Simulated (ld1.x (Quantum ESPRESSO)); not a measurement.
**Pseudopotential generation for Ni (Z = 28): ultrasoft, PBE, scalar-relativistic.**

```json
{
 "Element": "nickel (Ni)",
 "Generator": "ld1.x (Quantum ESPRESSO) 7.5",
 "Type": "ultrasoft",
 "Functional": "PBE",
 "Relativity": "scalar-relativistic",
 "Frozen core": "[Ar]",
 "Valence charge": "10",
 "Reference configuration": "3d8 4s0 4p0 (charge +2)",
 "Partial waves": "4s (bound, empty): rcut 1.55, rcutus 1.80 bohr; 4s channel at -0.35 Ry: rcut 1.55, rcutus 1.80 bohr; 4p (bound, empty): rcut 2.55, rcutus 2.95 bohr; 4p channel at -0.3 Ry: rcut 2.55, rcutus 2.95 bohr; 3d (bound): rcut 0.70, rcutus 0.90 bohr; 3d channel at 3 Ry: rcut 0.70, rcutus 0.90 bohr; 4f channel at 0.35 Ry: rc 2.25 bohr",
 "Local potential": "the f channel",
 "Core correction": "none",
 "Augmentation charge": "PSQ, inside the norm-conserving radii"
}
```

All-electron outer shells of the reference configuration (PBE, scalar-relativistic, ld1.x):

| shell | level (eV) | outermost node (bohr) | outermost maximum (bohr) |
| --- | --- | --- | --- |
| 3p | -91.10 | 0.27 | 0.65 |
| 3d | -28.37 | – | 0.63 |
| 4s | -21.65 | 0.91 | 2.02 |
| 4p | -15.02 | 0.99 | 2.44 |

Problem. Does the generator finish with these settings?

Solution. No. ld1.x (Quantum ESPRESSO) 7.5 stopped with "chargeps: negative rho": the spherical valence density built from the smooth waves and the augmentation charge turned negative at some radius.
